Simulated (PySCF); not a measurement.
C8H8.
Geometry (GFN2-xTB, Å), atoms numbered from 1 in this order:
```
atom  x, y, z in Å
C1     4.4729    0.2132   -0.2520
C2     3.3713    0.6853   -0.3216
C3     2.0836    1.2581   -0.4227
C4     1.0237    0.7361    0.1351
C5    -0.0247    0.1921    0.6637
C6    -0.9130   -0.7980   -0.0498
C7    -2.2689   -0.2011   -0.2740
C8    -3.3868   -0.6742    0.2432
H9     5.4343   -0.2010   -0.1875
H10    2.0170    2.1803   -0.9899
H11   -0.3352    0.4573    1.6670
H12   -1.0018   -1.7025    0.5566
H13   -0.4616   -1.0592   -1.0103
H14   -2.2810    0.6866   -0.8936
H15   -3.3969   -1.5548    0.8656
H16   -4.3407   -0.2091    0.0614
```

Level of theory: TDDFT PBE0/def2-SVPD, vertical, gas phase, core orbitals frozen in the response (PySCF 2.14.0, density-fitted response routines).

Ground-to-excited transition dipoles (e·a0, same axes as the geometry; the sign carries no meaning), for the states with f of 0.002 or more among the lowest 6:

```json
{"state": "S1", "E (eV)": "5.243", "μx": "-0.382", "μy": "-0.035", "μz": "0.107"}
{"state": "S3", "E (eV)": "5.636", "μx": "-1.044", "μy": "-0.098", "μz": "0.198"}
{"state": "S4", "E (eV)": "5.640", "μx": "1.427", "μy": "0.140", "μz": "-0.264"}
{"state": "S5", "E (eV)": "6.277", "μx": "-0.229", "μy": "-0.061", "μz": "-0.029"}
{"state": "S6", "E (eV)": "6.392", "μx": "0.169", "μy": "0.082", "μz": "0.001"}
```

Question: Work out the oscillator strengths.

Answer: f = (2/3) ΔE |μ|² with ΔE in hartree (27.2114 eV).

```tsv
state	|μ|² (au)	|μ| (D)	f
S1	0.159	1.01	0.020
S3	1.139	2.71	0.157
S4	2.125	3.71	0.294
S5	0.057	0.61	0.009
S6	0.035	0.48	0.005
```

Question: What angle do the transition dipoles of S1 and S4 make?

Answer: |cos θ| = |μa·μb| / (|μa| |μb|) = 1.00, so θ ≈ 5° (taken between 0 and 90°, since the signs are arbitrary).

Question: How is the summed strength of these states shared among x, y and z?

Answer: (2/3) Σ ΔE μα² gives 0.463 for x, 0.006 for y and 0.017 for z, 0.486 in all.

Question: What peak molar absorption coefficient would the strongest computed level give as a lone Gaussian band 0.3 eV wide at half height?

Answer: ε(max) = 2.175×10⁸ f / FWHM, with the width in cm⁻¹. S4: 2.175×10⁸ × 0.2937 / 2420 ≈ 26000 L mol⁻¹ cm⁻¹.

One conformer stands for the species.
